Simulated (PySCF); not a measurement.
# Removing an electron from `C[O+](C)[GaH3-]`

C2H9GaO.
Z-matrix (Å and degrees, PBE0-D3(BJ)/def2-SVP geometry), rows numbered from 1:
```
C 
O   1  1.4128
C   2  1.4123  1  113.95
Ga  2  2.1407  1  116.88  3   141.13
H   1  1.1038  2  110.94  3   -62.70
H   1  1.1024  2  109.95  3    58.62
H   1  1.0969  2  107.32  3   177.75
H   3  1.1038  2  110.96  1    62.07
H   3  1.0969  2  107.34  1  -178.38
H   3  1.1024  2  109.96  1   -59.25
H   4  1.5791  2   96.65  1   170.32
H   4  1.5846  2   96.92  1   -70.31
H   4  1.5789  2   96.66  1    49.13
```

Level: CAM-B3LYP/def2-SVPD (PySCF). Frontier orbitals with their largest atomic shares (Löwdin; up to four atoms above 4 %):

```tsv
orbital	ε (eV)	main atoms
HOMO−3	-11.82	O2 37 %, Ga4 16 %, C3 8 %, C1 8 %
HOMO−2	-10.51	O2 52 %, C3 10 %, C1 10 %, H5 5 %
HOMO−1	-9.08	Ga4 39 %, H13 27 %, H11 26 %
HOMO	-8.95	?
LUMO	0.78	Ga4 28 %, C1 14 %, C3 14 %, O2 5 %
LUMO+1	1.02	Ga4 62 %, H13 7 %, H11 7 %, O2 7 %
LUMO+2	1.80	Ga4 32 %, H6 11 %, H10 11 %, C1 8 %
```

What vertical ionisation energy does ΔSCF give, and how far is −ε(HOMO) from it?

ΔSCF: 9.99 eV (964 kJ/mol; threshold wavelength 124 nm); ⟨S²⟩ of the doublet left behind is 0.762, against 0.75 for a pure doublet. −ε(HOMO) is 8.95 eV, 1.04 eV below it. In exact Kohn–Sham theory the two would be equal; CAM-B3LYP (range-separated hybrid) falls short of its own ΔSCF value by 10 %. Holes in the HOMO−1 and HOMO−2 were tried too where these lie within 1.2 eV of the HOMO; the lowest converged state counts.

On which atoms does the HOMO lie?

Ga4 (gallium bonded to O and 3 H) 39 %, H12 (hydrogen on gallium) 35 %, H11 (hydrogen on gallium) 10 %, H13 (hydrogen on gallium) 9 %, so no atom holds as much as 40 %. The HOMO−1 lies 0.13 eV lower.

What kinetic energy would electrons from this vertical process carry with 118.2 nm light (10.49 eV)?

10.49 − 9.99 = 0.50 eV.

How many of the 10 lowest singlet excitations (vertical TDDFT, same level) lie below the ionisation energy?

All 10; they run from 6.49 to 8.67 eV.

Geometry: PBE0-D3(BJ)/def2-SVP; no solvent, vibrations or thermal averaging. The calculation is non-relativistic, for gallium too.

The run behind these numbers computed excited states and ΔSCF ions as well. On one thread, Intel Xeon Platinum 8488C (x86_64), no GPU (shared host), this took 62 s of wall time and 0.96 GiB of memory at its peak.
